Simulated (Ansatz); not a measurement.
`[CH3][SnH]([F])[SeH]` + HCl → `[CH3][SnH]([F])[Cl]` + H₂Se at 500 K and 1 bar (ligand exchange at the Sn–Se bond).

Computed with Ansatz on PBE0-D4/def2-TZVP structures; ΔE is electronic, products minus reactants. CBS: MP2 limit from def2 TZ/QZ plus the TZ coupled-cluster correction, frozen cores. This one scheme is used for every species. def2 core potentials past Kr. For Se, Sn outer-core shells are correlated without core-valence functions, which leaves a few kJ/mol of doubt a bond. Scalar relativity is left out up to krypton. One conformer a species, not always the lowest.

```
               species  CCSD(T)/CBS energy (Eh)  H − E (kJ/mol)  S (J/(mol·K))
`[CH3][SnH]([F])[SeH]`              -2755.65149           187.3          447.4
                   HCl               -460.38127            32.5          201.9
 `[CH3][SnH]([F])[Cl]`               -814.13902           163.8          413.9
                  H₂Se              -2401.89790            53.1          237.8
```

H − E and S are ideal-gas, rigid-rotor, harmonic terms from PBE0-D4/def2-TZVP, for one conformer and one mirror image of each species. 1 Eh = 2625.50 kJ/mol, R = 8.31446 J/(mol·K).

**Question.** By hand: ΔE, ΔH, ΔS and ΔG.

**Answer.** ΔE = (-814.13902) + (-2401.89790) − (-2755.65149) − (-460.38127) = -0.00416 Eh = -10.9 kJ/mol. Δ(H − E) = 163.8 + 53.1 − 187.3 − 32.5 = -2.9, so ΔH = -13.8 kJ/mol. ΔS = 413.9 + 237.8 − 447.4 − 201.9 = 2.4 J/(mol·K). ΔG = -13.8 − 500 × (2.4)/1000 = -15.0 kJ/mol.

**Question.** By hand: the equilibrium constant, and the temperature at which ΔG would vanish if ΔH and ΔS stayed fixed.

**Answer.** log₁₀ K = −ΔG/(RT ln 10) = 1.6. ΔH and −TΔS have one sign here, so there is no such temperature. One of them is within its doubt of zero, so this could turn.

The number of gas molecules stays the same, so ΔS is small and ΔH decides. A doubt of 5 kJ/mol in ΔE shifts log₁₀ K by 0.5 here. Other conformers and mirror images would add mixing entropy, several J/(mol·K) or more a flexible species. Modes under 60 cm⁻¹, often nearly free rotors, make the harmonic entropy too high. These are equilibria of isolated gas molecules and say nothing of rates. Largest T1 diagnostic: 0.012 (customary marks: 0.02 for closed shells, 0.045 for open ones).
